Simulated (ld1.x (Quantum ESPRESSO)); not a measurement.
What the settings do to the TM potential of terbium (Tb)

Base potential:

| Property | Result |
| --- | --- |
| Element | Tb |
| Generator | ld1.x (Quantum ESPRESSO) 7.5 |
| Type | norm-conserving Troullier–Martins (Kleinman–Bylander form) |
| Functional | PBEsol |
| Relativity | non-relativistic |
| Frozen core | [Xe] |
| Valence charge | 11 |
| Reference configuration | 4f9 5d0 6s2 6p0 |
| Partial waves | 6s (bound): rc 4.10 bohr; 6p (bound, empty): rc 3.25 bohr; 4f (bound): rc 1.00 bohr; 5d (bound, empty): rc 3.50 bohr |
| Local potential | the d channel |
| Core correction | none |

Cutoffs, loose and tight: the cutoffs (Ry, on a coarse ladder) from which the occupation-weighted sum of valence levels, in a spherical-Bessel basis at the reference potential, stays within 10 and 1 mRy of its value at 400 Ry. They do not see the model core or the augmentation charge, which bear on the density cutoff. Test errors are all-electron minus pseudo excitation energies from the reference, over the configurations 4f9 5d0 6s1 6p0; 4f9 5d0 6s0 6p0; 4f8 5d0 6s0 6p0; 4f9 5d1 6s0 6p0; 4f9 5d0 6s0 6p1; 4f8 5d1 6s1 6p0; 4f8 5d0 6s2 6p0. A dash means not determined; rows that change the core or the reference have their own tests. The largest error is taken over the tests solved by every variant that gives reliable tests at all: 4f8 5d0 6s0 6p0; 4f9 5d0 6s0 6p0; 4f9 5d0 6s1 6p0; 4f9 5d1 6s0 6p0.

A true bound ghost makes a file unfit for plane-wave use even where its test errors are small: the radial tests pick states by their node count and pass the ghost by. Where a test does run into it, the solver fails or the error is huge.

```tsv
change	outcome	cutoff, loose	cutoff, tight	bound ghosts	largest test error (meV)
base	generated	over 300 Ry	over 300 Ry	s	-1453
functional PBE	generated	over 300 Ry	over 300 Ry	s, p	-1379
wave 5d (bound): rc 3.50 bohr becomes 5d (bound): rc 3.36 bohr	generated	over 300 Ry	over 300 Ry	s, p	-1459
wave 4f (bound): rc 1.00 bohr becomes 4f (bound): rc 0.82 bohr	generated	over 300 Ry	over 300 Ry	s	-1481
```

(1) What comes out with this change to the base: core [Kr], valence charge 29; reference 4d10 4f9 5s2 5p6 5d0 6s1.5 6p0.5; waves now 5p (bound): rc 1.75 bohr; 4d (bound): rc 0.75 bohr; 4f (bound): rc 0.95 bohr; 5s (bound): rc 1.95 bohr; local potential the s channel?

(2) What comes out with this change to the base: wave 6s (bound): rc 4.10 bohr becomes 6s (bound): rc 5.24 bohr?

(3) What comes out with this change to the base: reference 4f9 5d0 6s1.5 6p0?

## Answers

(1) outcome: generated, misses its reference levels by 0.28 eV; cutoff, loose: over 300 Ry; cutoff, tight: over 300 Ry; bound ghosts: none; largest test error (meV): -951.

(2) outcome: generated; cutoff, loose: over 300 Ry; cutoff, tight: over 300 Ry; bound ghosts: s, p; largest test error (meV): -1921.

(3) outcome: generated; cutoff, loose: over 300 Ry; cutoff, tight: over 300 Ry; bound ghosts: s, p; largest test error (meV): +175.
